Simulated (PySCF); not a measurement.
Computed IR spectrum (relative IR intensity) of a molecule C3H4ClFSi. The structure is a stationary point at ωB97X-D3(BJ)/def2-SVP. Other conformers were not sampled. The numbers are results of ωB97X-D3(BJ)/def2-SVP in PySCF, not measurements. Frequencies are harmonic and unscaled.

Lines under 2 % of the strongest are left out, and lines within 2 cm⁻¹ are merged.

ν (cm⁻¹): 438 (w), 507 (w), 555 (vw), 613 (vw), 679 (w), 733 (w), 787 (m), 825 (m), 839 (w), 980 (vs), 1185 (m), 1298 (vs), 1747 (s), 2274 (s), 2276 (s), 3103 (w) (against the strongest line: vs over 80 %, s over 45 %, m over 15 %, w over 4 %, vw less)

Task: Pick the molecule that these values belong to.
A. FC1=C(Cl)C[SiH2]1
B. F[Si@@]1(Cl)C=CC1
C. FC([SiH3])=C=CCl
D. F[Si@H]1CC=C1Cl

Result: A, FC1=C(Cl)C[SiH2]1
